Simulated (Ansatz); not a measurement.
C$_{2}$H$_{5}$GeNO (`C[O][GeH2][C]#N`). Charge 0, multiplicity 1.

```xyz
10

C    -1.5465    0.8329   -0.1806
O    -0.6355    0.0203    0.5269
Ge    0.9252   -0.3233   -0.2230
C     1.8115   -1.4309    1.0703
N     2.3793   -2.0973    1.8174
H    -1.8365    0.3887   -1.1414
H    -1.1453    1.8372   -0.3674
H    -2.4439    0.9336    0.4322
H     0.7508   -1.1229   -1.5204
H     1.7409    0.9616   -0.4141
```

What are the harmonic wavenumbers in cm⁻¹ at PBE0-D4/def2-TZVP (Ansatz, finite differences of forces, unscaled)? (Estimate.)

Computed: 47, 99, 124, 229, 248, 350, 499, 571, 655, 662, 779, 871, 1119, 1178, 1202, 1478, 1494, 1495, 2176, 2177, 2340, 3000, 3057, 3121.

Is this a minimum?

Yes, all 24 modes are real.

Give the ideal-gas thermochemistry at 298.15 K and 1 bar (rigid rotor, harmonic oscillator; point group Cs, symmetry number 1).

Zero-point energy 173.3 kJ/mol; H(298) − E = 195.1 kJ/mol; entropy 360.4 J/(mol·K), of which translation 169.7, rotation 112.4, vibration 78.3; G(298) − E = 87.6 kJ/mol. Modes under 100 cm⁻¹ are hindered rotations or soft bends, so the harmonic entropy is rough.

Rotational constants (cm⁻¹)?

0.3046, 0.06249, 0.05346.
